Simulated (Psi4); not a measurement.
C3H9SSi (SMILES C[Si](C)(C)[S]), doublet, geometry from GFN2-xTB; CCSD(T)/STO-3G (Psi4 1.11).

Here is a job for Psi4.
```
memory 2 GB

molecule mol {
0 2
C    -0.655819    1.474438   -1.214664
Si   -0.063141   -0.077091   -0.277691
C     1.516243   -0.779884   -1.082710
C    -1.437218   -1.398783   -0.239344
S     0.394535    0.481703    1.735151
H    -0.899393    1.233321   -2.244601
H    -1.541951    1.897097   -0.750844
H     0.110733    2.243417   -1.222772
H     1.876341   -1.650652   -0.543182
H     1.326392   -1.076758   -2.109383
H     2.313593   -0.042868   -1.088947
H    -1.700119   -1.710965   -1.245157
H    -2.334428   -1.016863    0.238305
H    -1.118995   -2.278326    0.312143
}

set {
  basis sto-3g
  reference uhf
  cc_type df
  mp2_type df
  scf_type df
}

energy('ccsd(t)')
print_variables()
```

What the program printed (banner, timings and long lists left out):

```
Traceback (most recent call last):
  File "psi4", line 375, in <module>
  File "<string>", line 38, in <module>
  File "site-packages/psi4/driver/driver.py", line 461, in energy
  File "site-packages/psi4/driver/task_planner.py", line 255, in task_planner
  File "site-packages/psi4/driver/driver_util.py", line 222, in negotiate_derivative_type
  File "site-packages/psi4/driver/driver_util.py", line 344, in highest_analytic_derivative_available

psi4.driver.p4util.exceptions.MissingMethodError: Method=ccsd(t) is not available for any derivative level under conditions CC_TYPE=DF, REFERENCE=UHF, FREEZE_CORE=FALSE, QC_MODULE=(auto). See https://psicode.org/psi4manual/master/introduction.html#ss-ccsd-prt-pr. Or did you mean? ccsd(at) a-ccsd(t) ccsd(t)_l bccd(t) qcisd(t)

Printing out the relevant lines from the Psithon --> Python processed input file:
    core.set_global_option("BASIS", "sto-3g")
    core.set_global_option("REFERENCE", "uhf")
    core.set_global_option("CC_TYPE", "df")
    core.set_global_option("MP2_TYPE", "df")
    core.set_global_option("SCF_TYPE", "df")
--> energy('ccsd(t)')
    print_variables()

!----------------------------------------------------------------------------------!
!                                                                                  !
!  Method=ccsd(t) is not available for any derivative level under conditions       !
!     CC_TYPE=DF, REFERENCE=UHF, FREEZE_CORE=FALSE, QC_MODULE=(auto). See          !
!     https://psicode.org/psi4manual/master/introduction.html#ss-ccsd-prt-pr. Or   !
!     did you mean? ccsd(at) a-ccsd(t) ccsd(t)_l bccd(t) qcisd(t)                  !
!                                                                                  !
!----------------------------------------------------------------------------------!
```

The input was rejected before any calculation.
